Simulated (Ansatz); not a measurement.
Basis-set series for CH3AlO2S. The species carries charge 0 and has multiplicity 1. The structure was optimised at the PBE0-D4/def2-TZVP level. It is one conformer, not always the lowest.

| atom | x (Å) | y (Å) | z (Å) |
| --- | --- | --- | --- |
| S1 | 2.417 | -1.213 | -1.073 |
| Al2 | 0.644 | -0.218 | -0.355 |
| O3 | -0.229 | 1.233 | -0.644 |
| C4 | -1.134 | 0.779 | 0.363 |
| O5 | -0.610 | -0.479 | 0.793 |
| H6 | 2.204 | -2.235 | -0.222 |
| H7 | -2.136 | 0.647 | -0.060 |
| H8 | -1.156 | 1.486 | 1.199 |

| functional | basis | functions | energy (Eh) | HOMO (eV) | LUMO (eV) |
| --- | --- | --- | --- | --- | --- |
| PBE0-D4 | def2-SVP | 93 | -830.27942 | -7.76 | -0.71 |
| PBE0-D4 | def2-TZVPP | 219 | -830.73717 | -7.86 | -0.87 |
| ωB97M-V | def2-SVP | 93 | -830.63853 | -10.05 | 0.97 |
| ωB97M-V | def2-TZVPP | 219 | -831.10014 | -10.20 | 0.74 |

Task: Give the rows for def2-QZVPP. (Estimate.)

Result: Ansatz gave: 
```csv
functional,basis,functions,energy (Eh),HOMO (eV),LUMO (eV)
PBE0-D4,def2-QZVPP,401,-830.76778,-7.89,-1.02
ωB97M-V,def2-QZVPP,401,-831.12922,-10.24,0.40
```

Positive LUMOs are unbound and depend on the basis.
